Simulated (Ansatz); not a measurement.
Ansatz (a quantum-chemistry and plane-wave program) input (B3LYP-D3(BJ)/def2-TZVP):

Ansatz 0.2 input:
```yaml
crystal:
  periodic: [false, false, false]
  atoms:
    - {symbol: C, position_ang: [-1.04111583, 0.00436008, -0.00589786]}
    - {symbol: Cl, position_ang: [0.55265444, -0.00231446, 0.00313075]}
    - {symbol: H, position_ang: [-1.57008623, 0.95646317, -0.03558607]}
    - {symbol: H, position_ang: [-1.57834429, -0.94327789, 0.01775039]}
basis:
  gaussian:
    orbitals: def2-TZVP
hamiltonian:
  xc: b3lyp
  dispersion: d3bj
total_charge: 1
phonons: {temperatures: {t_min: 298.15, t_max: 298.15, t_step: 100}}
```

Output:

```
Functional definition: B3LYP
integrals: 0.01 GiB planned
531 factors; their error is unknown
mean field: 0.17 GiB planned
mean field evaluation 1: about -13578.0947 eV, gradient 4.7e1 eV
mean field evaluation 2: about -13573.3513 eV, gradient 6.0e1 eV
mean field evaluation 4: about -13583.0012 eV, gradient 2.8e0 eV
mean field evaluation 8: about -13583.0359 eV, gradient 5.8e-2 eV
mean field -13583.03589156 eV, -499.1673621023 hartree, gradient 2.0e-5 eV, S^2 0.000000; 0 other end points of the search recorded, 0 dependent functions left out
the calculation of the forces begins
reference -13583.03606939 eV, -499.1673686377 hartree; 12, 12 occupied and 68, 68 virtual orbitals, 531 factors
these checks for a lower state are left out or cut short: stability, starts, cluster_reference, orbital_swaps, neighbouring_geometries, increment
integrals: 0.01 GiB planned
531 factors; their error is unknown
mean field: 0.17 GiB planned
mean field evaluation 16: about -13583.0173 eV, gradient 3.3e-1 eV
mean field -13583.03575241 eV, -499.1673569886 hartree, gradient 2.5e-6 eV, S^2 0.000000; 0 other end points of the search recorded, 0 dependent functions left out
the calculation of the forces begins
reference -13583.03593024 eV, -499.1673635238 hartree; 12, 12 occupied and 68, 68 virtual orbitals, 531 factors
these checks for a lower state are left out or cut short: stability, starts, cluster_reference, orbital_swaps, neighbouring_geometries, increment
integrals: 0.01 GiB planned
531 factors; their error is unknown
mean field: 0.17 GiB planned
mean field -13583.03575430 eV, -499.1673570584 hartree, gradient 2.5e-6 eV, S^2 0.000000; 0 other end points of the search recorded, 0 dependent functions left out
the calculation of the forces begins
reference -13583.03593215 eV, -499.1673635940 hartree; 12, 12 occupied and 68, 68 virtual orbitals, 531 factors
these checks for a lower state are left out or cut short: stability, starts, cluster_reference, orbital_swaps, neighbouring_geometries, increment
integrals: 0.01 GiB planned
531 factors; their error is unknown
mean field: 0.17 GiB planned
mean field evaluation 32: about -13583.0357 eV, gradient 3.0e-1 eV
mean field -13583.03585333 eV, -499.1673606974 hartree, gradient 2.5e-6 eV, S^2 0.000000; 0 other end points of the search recorded, 0 dependent functions left out
the calculation of the forces begins
reference -13583.03603120 eV, -499.1673672341 hartree; 12, 12 occupied and 68, 68 virtual orbitals, 531 factors
these checks for a lower state are left out or cut short: stability, starts, cluster_reference, orbital_swaps, neighbouring_geometries, increment
integrals: 0.01 GiB planned
531 factors; their error is unknown
mean field: 0.17 GiB planned
mean field -13583.03583689 eV, -499.1673600932 hartree, gradient 2.5e-6 eV, S^2 0.000000; 0 other end points of the search recorded, 0 dependent functions left out
the calculation of the forces begins
reference -13583.03601469 eV, -499.1673666273 hartree; 12, 12 occupied and 68, 68 virtual orbitals, 531 factors
these checks for a lower state are left out or cut short: stability, starts, cluster_reference, orbital_swaps, neighbouring_geometries, increment
integrals: 0.01 GiB planned
531 factors; their error is unknown
mean field: 0.17 GiB planned
mean field -13583.03580732 eV, -499.1673590067 hartree, gradient 2.5e-6 eV, S^2 0.000000; 0 other end points of the search recorded, 0 dependent functions left out
the calculation of the forces begins
reference -13583.03598521 eV, -499.1673655439 hartree; 12, 12 occupied and 68, 68 virtual orbitals, 531 factors
these checks for a lower state are left out or cut short: stability, starts, cluster_reference, orbital_swaps, neighbouring_geometries, increment
integrals: 0.01 GiB planned
531 factors; their error is unknown
mean field: 0.17 GiB planned
mean field -13583.03580411 eV, -499.1673588886 hartree, gradient 2.5e-6 eV, S^2 0.000000; 0 other end points of the search recorded, 0 dependent functions left out
the calculation of the forces begins
reference -13583.03598190 eV, -499.1673654222 hartree; 12, 12 occupied and 68, 68 virtual orbitals, 531 factors
these checks for a lower state are left out or cut short: stability, starts, cluster_reference, orbital_swaps, neighbouring_geometries, increment
integrals: 0.01 GiB planned
531 factors; their error is unknown
mean field: 0.17 GiB planned
mean field evaluation 64: about -13583.0359 eV, gradient 2.7e-3 eV
mean field -13583.03586588 eV, -499.1673611588 hartree, gradient 2.5e-6 eV, S^2 0.000000; 0 other end points of the search recorded, 0 dependent functions left out
the calculation of the forces begins
reference -13583.03604370 eV, -499.1673676935 hartree; 12, 12 occupied and 68, 68 virtual orbitals, 531 factors
these checks for a lower state are left out or cut short: stability, starts, cluster_reference, orbital_swaps, neighbouring_geometries, increment
integrals: 0.01 GiB planned
531 factors; their error is unknown
mean field: 0.17 GiB planned
mean field -13583.03587443 eV, -499.1673614728 hartree, gradient 2.5e-6 eV, S^2 0.000000; 0 other end points of the search recorded, 0 dependent functions left out
the calculation of the forces begins
reference -13583.03605228 eV, -499.1673680089 hartree; 12, 12 occupied and 68, 68 virtual orbitals, 531 factors
Total energy: -13583.11989414 eV, -499.1704491401 hartree
Atom 0 at    -1.041116     0.004360    -0.005898 Å, force     0.000177    -0.000001     0.000001 eV/Å
Atom 1 at     0.552654    -0.002314     0.003131 Å, force    -0.000268     0.000001    -0.000002 eV/Å
Atom 2 at    -1.570086     0.956463    -0.035586 Å, force     0.000042    -0.000797     0.000023 eV/Å
Atom 3 at    -1.578344    -0.943278     0.017750 Å, force     0.000049     0.000796    -0.000022 eV/Å
Dipole moment:    -0.573826     0.002403    -0.003251 e Å
Vibrations: 1046.63 1046.94 1153.13 1475.36 3083.68 3218.06 cm⁻¹, zero-point energy 0.683389 eV
```
